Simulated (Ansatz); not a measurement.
Ansatz (an electronic-structure program) input:

Ansatz 0.2 input:
```yaml
crystal:
  periodic: [false, false, false]
  atoms:
    - {symbol: C, position_ang: [-1.92503347, 0.36418091, -0.47202797]}
    - {symbol: C, position_ang: [-1.38379164, -0.72944677, 0.03694637]}
    - {symbol: O, position_ang: [-0.03921208, -0.96460908, 0.25350307]}
    - {symbol: C, position_ang: [0.84193010, 0.03781018, 0.06587889]}
    - {symbol: C, position_ang: [1.81236476, 0.04253387, -0.82716120]}
    - {symbol: F, position_ang: [0.67840658, 1.03543236, 0.95044517]}
    - {symbol: H, position_ang: [-1.34424318, 1.22851203, -0.76065479]}
    - {symbol: H, position_ang: [-2.99572045, 0.40350357, -0.60444254]}
    - {symbol: H, position_ang: [-1.94866560, -1.59989701, 0.33669110]}
    - {symbol: H, position_ang: [2.52787086, 0.84893476, -0.84918366]}
    - {symbol: H, position_ang: [1.89597748, -0.77354101, -1.52625778]}
basis:
  gaussian:
    orbitals: cc-pVQZ
hamiltonian:
  xc: hf
```

Q: Which total energy does the run end on?

A: -328.76744 Eh (HF/cc-pVQZ). The basis has 480 functions.
